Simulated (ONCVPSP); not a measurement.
Before and after: ONCV potential for Hf (Z = 72)

hafnium (Hf), optimised norm-conserving Vanderbilt (ONCV), made with ONCVPSP 4.0.1 (PBE, scalar-relativistic). Core [Kr] 4d10 4f14, reference 5s2 5p6 5d2 6s2. Waves: 5s+6s: rc 1.80 bohr, ncon 4, nbas 7, qcut 8.3 1/bohr, 2 projectors; 5p: rc 2.00 bohr, ncon 5, nbas 9, qcut 5.6 1/bohr, 2 projectors, debl 1 Ha; 5d: rc 2.50 bohr, ncon 3, nbas 8, qcut 7.4 1/bohr, 1 projector. Local part: polynomial inside 1.70 bohr (lpopt 4, dvloc0 0 Ha). Core correction: none.

In the p channel the program set the typed energies aside and used -1.307, 0.250 Ha.

Change: s: qcut 6.3.

Cutoffs: the cutoffs (Ha) at which the residual kinetic energy of the hardest occupied pseudo-wave falls to 1 and 0.1 mHa per electron; they do not see the model core or the augmentation charge, which bear on the density cutoff. Errors are all-electron minus pseudo energies relative to the spin-unpolarised reference configuration.

Task: How do hardness, ghosts and transferability respond?

Result: The potential gets softer (21 Ha and 25 Ha → 15 Ha and 18 Ha); of the 3 tests that both files solve, the error grows in 1 and shrinks in 1 by more than 15 % and 0.3 meV (median size 0.4 → 0.4 meV); neither file shows a bound ghost. The waves are optimised to have the least kinetic energy above qcut, so the cutoff follows it (qcut²/2 in Ha).

| quantity | base | changed |
| --- | --- | --- |
| cutoff, loose | 21 Ha | 15 Ha |
| cutoff, tight | 25 Ha | 18 Ha |
| loose cutoff by channel | s 21 Ha, p 9.5 Ha, d 12 Ha | s 15 Ha, p 9.5 Ha, d 12 Ha |
| bound ghosts | none | none |
| GHOST(+) flags under 300 eV | none | none |
| tests with a reliable result | 3 of 4 | 3 of 4 |
| error for 5s2 5p6 5d2 6s1, meV [ΔE 7.98 eV] | +0.4 | +0.1 |
| error for 5s2 5p6 5d2 6s0, meV [ΔE 22.16 eV] | +18 | +17 |
| error for 5s2 5p6 5d1 6s2 6p1, meV [ΔE 1.96 eV] | -0.1 | -0.4 |
| s: phases at 1.82 bohr within 0.05 rad from the reference energy up to (Ha; the scan ends near 5) | to the end of the scan | to the end of the scan |
| p: phases at 2.03 bohr within 0.05 rad from the reference energy up to (Ha; the scan ends near 5) | to the end of the scan | to the end of the scan |
| d: phases at 2.53 bohr within 0.05 rad from the reference energy up to (Ha; the scan ends near 5) | 1.6 | 1.6 |
